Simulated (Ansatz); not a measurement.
The molecule ZnS, closed-shell singlet (the spin of the measured ground state). No spin–orbit coupling. Zn is treated without relativity.

Seven points along R, fitted to fifth degree in 1/R; most abundant isotopes. Runs in def2 and cc sets follow the lowest solution found near the PBE0 minimum. The singlet is held restricted. HF and MP2 rows in def2 and cc sets belong to the determinant that coupled cluster picked by its CCSD energy.

Correlated levels freeze the inner cores; with def2 sets outer-core shells near the valence are correlated too.

The values were computed with Ansatz (Gaussian orbitals). Values without a source in brackets are computed.

Energies at MP2/def2-QZVPP:

```json
[
 {"R (Å)": "1.911822", "E (hartree)": "-2176.40471745"},
 {"R (Å)": "1.963215", "E (hartree)": "-2176.40881866"},
 {"R (Å)": "2.010497", "E (hartree)": "-2176.41045678"},
 {"R (Å)": "2.063945", "E (hartree)": "-2176.41033268"},
 {"R (Å)": "2.117394", "E (hartree)": "-2176.40853579"},
 {"R (Å)": "2.179066", "E (hartree)": "-2176.40484706"},
 {"R (Å)": "2.251016", "E (hartree)": "-2176.39891173"}
]
```

Q: With a reduced mass of 21.3130 u, find the minimum, the force constant and the constants.

A: A fifth-degree polynomial in 1/R puts the minimum at r_e = 2.0332 Å with force constant 291 N/m. Then ω_e = (1/2πc)√(k/μ) = 482 cm⁻¹ and B_e = h/(8π²cμr_e²) = 0.1913 cm⁻¹; the cubic and quartic terms give α_e = 0.00090 and ω_e x_e = 1.4 cm⁻¹.

Doubts at one or more of the structures used: a restricted determinant that unrestricted orbitals would lower (MP2/def2-QZVPP).

Ansatz is a quantum-chemistry and plane-wave program.
